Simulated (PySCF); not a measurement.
Dipole moment and polarisability of `C#CC1=CC[C@@H](F)S1`

Compound: C₆H₅FS.
Geometry (GFN2-xTB, Å), atoms numbered from 1 in this order:
```xyz
13
C6H5FS angstrom
C      3.389   -0.449   -0.359
C      2.204   -0.272   -0.272
C      0.829   -0.019   -0.162
C     -0.158   -0.914   -0.077
C     -1.542   -0.358    0.008
C     -1.429    1.143    0.280
F     -1.672    1.401    1.607
S      0.272    1.670   -0.136
H      4.420   -0.627   -0.436
H      0.008   -1.977   -0.076
H     -2.110   -0.823    0.817
H     -2.080   -0.533   -0.928
H     -2.136    1.759   -0.282
```

Level: CAM-B3LYP/def2-SVPD (PySCF), static field, nuclei fixed, core orbitals frozen in the response. The polarisability tensor in these axes (au):

```
x   122.61  -1.41  -7.00
y    -1.41  83.67   0.65
z    -7.00   0.65  61.85
```

Task: Give the principal values, the mean and the anisotropy Δα = √{½[(α1 − α2)² + (α2 − α3)² + (α1 − α3)²]}.

Result: Principal values 61.04, 83.63 and 123.46 au; mean 89.38 au = 13.24 Å³ = 14.74 × 10⁻⁴⁰ C²·m²/J; Δα = 54.74 au (61 % of the mean).

Task: What is the dipole moment, and where does it point?

Result: (-0.79, -1.77, -1.40) D, 2.39 D in size, pointing from the negative to the positive side. Measured along this direction, the outermost atoms are F7 at the negative end and H12 at the positive end.

Task: What are the principal values of the traceless quadrupole moment, Θ = ½Σq(3rr − r²1), about the centre of nuclear charge?

Result: -10.83, -0.55, 11.37 D·Å. The values depend on the origin, since the dipole doesn't vanish. The electronic extent ⟨r²⟩ about the same centre is 1130 bohr², a root-mean-square distance of 2.19 Å for the 66 electrons.

Task: Form Σ f/ω² (atomic units) for the 8 lowest TDDFT singlets, given as eV and f, and set it beside the mean polarisability, which is this sum over all singlets: 5.02, 0.1300; 5.06, 0.0122; 5.63, 0.0014; 5.84, 0.0029; 6.01, 0.0854; 6.15, 0.0219; 6.76, 0.0007; 6.95, 0.0162.

Result: They add up to 6.71 au, 7.5 % of the 89.38 au; the largest single term is 3.82 au, from the state at 5.02 eV. Terms in order: 3.82, 0.35, 0.03, 0.06, 1.75, 0.43, 0.01, 0.25 au. Higher excitations give the rest. The strengths listed sum to 0.271.

Task: Directions of the eigenvectors, and the extent of the frame along each?

Result: Largest value along (0.99, -0.04, -0.11), where the nuclei span 6.62 Å; middle along (0.04, 1.00, 0.02), 3.65 Å; least along (0.11, -0.02, 0.99), 2.52 Å. The response follows the extents in order.

Task: Find the Langevin capture rate constant for NH4+ (18.034 u) meeting this molecule (128.010 u), k = 2.342 × 10⁻⁹ cm³/s × √(α in Å³ / reduced mass in u).

Result: The reduced mass is 15.81 u, so k = 2.14 × 10⁻⁹ cm³/s. The formula leaves out the permanent dipole, which adds to the capture rate.

Isolated species at its GFN2-xTB geometry (one conformer only).

These values come from a run that also computed excited states. The run took 39 s on an Arm Neoverse V1 with one thread, no GPU, shared host with 32 logical CPUs at a one-minute load of 12, and the process peaked at 0.95 GiB of memory.
